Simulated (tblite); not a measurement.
Species: C4H7F5Si.
Geometry (GFN2-xTB, Å), atoms numbered from 1 in this order:
```
atom  x, y, z in Å
C1    -1.6241   -1.2124   -0.2752
C2    -0.4865   -0.3566    0.2814
C3     0.6780   -0.2549   -0.7088
Si4    2.2558    0.5396   -0.0181
F5     2.4881   -0.0649    1.4444
F6     3.4777   -0.0895   -0.8393
C7    -1.0230    1.0293    0.5986
F8    -1.4138    1.6981   -0.4978
F9    -2.0819    0.9968    1.4196
F10   -0.1080    1.8112    1.2020
H11   -1.9913   -0.7913   -1.2089
H12   -2.4486   -1.2644    0.4318
H13   -1.2666   -2.2207   -0.4637
H14   -0.1377   -0.7747    1.2310
H15    0.3330    0.2699   -1.6013
H16    0.9255   -1.2710   -1.0281
H17    2.4162    1.9677    0.0225
```

Calculated harmonic vibrations of the isolated species, GFN2-xTB (tblite), most abundant isotopes, no scaling. The method is semi-empirical: single wavenumbers can be off by several per cent or more. Modes of hydrogen on silicon can be 10 to 20 % off. One conformer, not necessarily the lowest.

Harmonic wavenumbers (cm⁻¹): 33.2, 34.5, 88.7, 100.9, 164.5, 201.8, 211.1, 236.6, 254.3, 263.2, 310.1, 405.0, 421.5, 493.6, 528.5, 577.6, 615.6, 662.9, 737.0, 753.7, 817.7, 847.0, 875.2, 962.7, 1006.8, 1047.3, 1061.1, 1091.4, 1124.6, 1175.6, 1194.6, 1258.0, 1317.2, 1323.8, 1417.2, 1462.4, 1488.4, 1492.0, 2486.5, 2957.6, 2964.5, 2994.4, 3040.7, 3047.9, 3055.8.

A = 1942, B = 660.2, C = 606.6 MHz; mass 178.024 u (most abundant isotopes); point group C1, symmetry number 1.

Task: Zero-point energy?

Result: ½Σν̃ = 24302 cm⁻¹ = 290.72 kJ/mol.

Task: Entropy at 350 K, 1 bar (ideal gas, RRHO, classical rotation)?

Result: Translation 176.82, rotation 129.21, vibration 182.35: S = 488.4 J/(mol K).

Task: And Cp and H(350 K) − H(0)?

Result: Cp = 200.12 J/(mol K), of which vibrations give 166.86 (their classical limit is 45 R = 374.2); H(350 K) − H(0) = 43.30 kJ/mol without the zero-point energy, 31.66 from vibrations.

Task: How do the functions run with temperature in this model?

Result: 
| T (K) | S (J/(mol K)) | Cp (J/(mol K)) | H − H(0) (kJ/mol) | G − H(0) (kJ/mol) | ln q(vib) |
| --- | --- | --- | --- | --- | --- |
| 100 | 316.4 | 91.2 | 6.20 | -25.44 | 2.81 |
| 200 | 394.7 | 138.6 | 17.77 | -61.18 | 6.22 |
| 300 | 459.0 | 180.8 | 33.77 | -103.94 | 9.48 |
| 500 | 568.2 | 247.5 | 77.07 | -207.02 | 15.56 |
| 800 | 698.5 | 305.5 | 160.94 | -397.87 | 23.70 |
| 1000 | 769.4 | 329.1 | 224.53 | -544.83 | 28.52 |

q(vib) and H(0) count from the zero-point level.

Task: What must be added to the electronic energy to get the Gibbs energy at 350 K and 1 bar?

Result: ZPE + [H(350 K) − H(0)] − T·S = 290.72 + 43.30 − 170.93 = 163.09 kJ/mol.

Task: Blend soft modes into free rotors: weight 1/[1 + (100 cm⁻¹/ν̃)⁴] for the oscillator and the rest for a rotor with moment μB/(μ + B), μ = h/(8π²ν), B = 10⁻⁴⁴ kg m². What vibrational entropy results?

Result: 163.45 J/(mol K) in place of 182.35, which changes −T·S at 350 K by +6.62 kJ/mol.

Task: Which modes carry the vibrational entropy at 350 K?

Result: 33.2 cm⁻¹: 24.88; 34.5 cm⁻¹: 24.56; 88.7 cm⁻¹: 16.75; 100.9 cm⁻¹: 15.69; 164.5 cm⁻¹: 11.72; 201.8 cm⁻¹: 10.10 J/(mol K); the other 39 give 78.65 together.

Hindered rotation and anharmonicity are outside this model. Other conformers, if any are populated, would add a mixing term that is left out. The structure is chiral; the term R ln 2 for an equal mix with its mirror image is left out.

On an Arm Neoverse V1 with one thread, on a shared host, this took 0.66 s wall. This covers the Hessian and the dipole derivatives.
